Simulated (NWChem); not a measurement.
BNH3OCl; SMILES NB(O)Cl

```xyz
7

B     -0.0256     0.4584     0.0000
Cl    -0.0350    -1.3354     0.0000
O     -1.2005     1.1404     0.0000
H     -1.9648     0.5580     0.0000
N      1.1974     1.1325     0.0000
H      1.2439     2.1422     0.0000
H      2.0877     0.6588     0.0000
```
Atoms are numbered in this order, from 1.

All runs: NWChem. Pople sets run with spherical d functions. Coordinates come from a PBE0/def2-SVP optimisation. B3LYP is NWChem's, with the RPA form of VWN correlation. Atomic charges in e: unrestrained fits to the electrostatic potential beside Mulliken populations; buried atoms are poorly determined by the fit.

For level Hartree-Fock/6-31G*:

| Item | Result |
|---|---|
| ESP B1 | 0.85 |
| Mulliken B1 | 0.73 |
| Mulliken Cl2 | -0.30 |
| ESP O3 | -0.70 |
| Mulliken O3 | -0.73 |
| ESP N5 | -1.02 |
| Mulliken N5 | -0.95 |

**Question.** What are these values for level B3LYP/def2-SVP?

**Answer.** 
* **ESP B1**: 0.56
* **Mulliken B1**: -0.06
* **Mulliken Cl2**: -0.18
* **ESP O3**: -0.58
* **Mulliken O3**: -0.12
* **ESP N5**: -0.78
* **Mulliken N5**: -0.07
